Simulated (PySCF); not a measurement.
Isomers of C6H10ClFO, mass 152.040 u with the commonest isotopes. Method used: PBE0/pcSseg-1 in PySCF (dipole) on a GFN2-xTB geometry, gas phase. One conformer each, none proved a minimum here; rigid rotors.

Question: Order these by rotational constant C, smallest first.
A. `[CH3:1][CH:2]([CH3:3])[C@@:4]([CH3:5])([F:6])[C:7](=[O:8])[Cl:9]` with C1–C2–C4–C5 177°, C2–C4–C7–O8 72°
B. `[CH2:1]=[C:2]([CH2:3][O:4][CH3:5])[CH2:6][C@H:7]([F:8])[Cl:9]` with C1–C2–C3–O4 -125°, C2–C3–O4–C5 179°, C1–C2–C6–C7 92°, C2–C6–C7–F8 -68°
C. `[CH3:1][CH2:2][C@@:3]([CH3:4])([CH2:5][F:6])[C:7](=[O:8])[Cl:9]` with C1–C2–C3–C4 177°, C2–C3–C5–F6 -55°, C2–C3–C7–O8 -122°

Answer: B (640.1 MHz), C (905.3 MHz), A (1074 MHz).

Question: Order these by radius of gyration √(Σ m r²/M), largest first.
A. `[CH3:1][CH2:2][C@@:3]([CH3:4])([CH2:5][F:6])[C:7](=[O:8])[Cl:9]` with C1–C2–C3–C4 177°, C2–C3–C5–F6 -55°, C2–C3–C7–O8 -122°
B. `[CH2:1]=[C:2]([CH2:3][O:4][CH3:5])[CH2:6][C@H:7]([F:8])[Cl:9]` with C1–C2–C3–O4 -125°, C2–C3–O4–C5 179°, C1–C2–C6–C7 92°, C2–C6–C7–F8 -68°
C. `[CH3:1][CH:2]([CH3:3])[C@@:4]([CH3:5])([F:6])[C:7](=[O:8])[Cl:9]` with C1–C2–C4–C5 177°, C2–C4–C7–O8 72°

Answer: B (2.359 Å), A (2.099 Å), C (2.000 Å).

Question: Order these by out-of-plane moment Σ m c² = (Ia + Ib − Ic)/2, smallest first.
A. `[CH3:1][CH:2]([CH3:3])[C@@:4]([CH3:5])([F:6])[C:7](=[O:8])[Cl:9]` with C1–C2–C4–C5 177°, C2–C4–C7–O8 72°
B. `[CH3:1][CH2:2][C@@:3]([CH3:4])([CH2:5][F:6])[C:7](=[O:8])[Cl:9]` with C1–C2–C3–C4 177°, C2–C3–C5–F6 -55°, C2–C3–C7–O8 -122°
C. `[CH2:1]=[C:2]([CH2:3][O:4][CH3:5])[CH2:6][C@H:7]([F:8])[Cl:9]` with C1–C2–C3–O4 -125°, C2–C3–O4–C5 179°, C1–C2–C6–C7 92°, C2–C6–C7–F8 -68°

Answer: C (56.47 u·Å²), B (111.49 u·Å²), A (137.59 u·Å²).

```json
{"SMILES": "C=C(COC)C[C@H](F)Cl", "point group": "C1", "Ia (u·Å²)": "283.07", "Ib (u·Å²)": "619.38", "Ic (u·Å²)": "789.51", "κ": "-0.69", "μa (D)": "3.72", "μb (D)": "0.09", "μc (D)": "1.13"}
{"SMILES": "CC[C@@](C)(CF)C(=O)Cl", "point group": "C1", "Ia (u·Å²)": "261.21", "Ib (u·Å²)": "520.02", "Ic (u·Å²)": "558.24", "κ": "-0.87", "μa (D)": "0.73", "μb (D)": "0.57", "μc (D)": "1.29"}
{"SMILES": "CC(C)[C@@](C)(F)C(=O)Cl", "point group": "C1", "Ia (u·Å²)": "283.96", "Ib (u·Å²)": "461.98", "Ic (u·Å²)": "470.77", "κ": "-0.94", "μa (D)": "2.48", "μb (D)": "0.29", "μc (D)": "0.61"}
```
